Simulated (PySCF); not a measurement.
Stretching TlS

Set-up: PySCF, spin-free X2C with a Gaussian nucleus, basis sets Tl x2c-TZVPPall, S x2c-TZVPPall. Energies in eV from Tl + S in their ground configurations at the same level. State: doublet, unpaired electrons π ↑, a mixture of terms (⟨Lz²⟩ = 1.5).

All columns are PBE0. A positive dipole means Tl(−)S(+).

| R (Å) | E (eV) | μ (D) | Mulliken charge on Tl (basis-dependent) | HOMO (eV) | LUMO (eV) | Mayer bond order | ⟨S²⟩ |
| --- | --- | --- | --- | --- | --- | --- | --- |
| 2.224 | -2.328 | -1.34 | 0.32 | -6.17 | -4.58 | 1.12 | 0.76 |
| 2.327 | -2.742 | -2.00 | 0.34 | -6.27 | -4.31 | 1.08 | 0.76 |
| 2.431 | -2.965 | -2.65 | 0.37 | -6.32 | -4.05 | 1.04 | 0.76 |
| 2.508 | -3.043 | -3.14 | 0.39 | -6.32 | -3.87 | 1.01 | 0.76 |
| 2.586 | -3.063 | -3.62 | 0.40 | -6.30 | -3.70 | 0.99 | 0.76 |
| 2.664 | -3.039 | -4.09 | 0.42 | -6.18 | -3.54 | 0.97 | 0.76 |
| 2.767 | -2.958 | -4.69 | 0.44 | -5.98 | -3.35 | 0.94 | 0.76 |
| 2.896 | -2.805 | -5.42 | 0.46 | -5.74 | -3.14 | 0.91 | 0.76 |
| 3.051 | -2.578 | -6.25 | 0.48 | -5.50 | -2.94 | 0.88 | 0.76 |
| 3.258 | -2.246 | -7.27 | 0.50 | -5.22 | -2.76 | 0.84 | 0.76 |

A fit through these points gives, at Re = 2.579 Å, μ = -3.57 D and dμ/dR = -6.12 D/Å; the reduced mass is 27.66 u.

Q: How strong is the fundamental in the double-harmonic approximation, I = 42.26·(dμ/dR)²/μred km/mol?

A: I = 42.26·(-6.12)²/27.66 = 57.2 km/mol at PBE0.

These are scalar-relativistic numbers at best; spin–orbit coupling would shift them, the dissociation energy most. The state was picked by a PBE0 search and need not be the measured ground state.
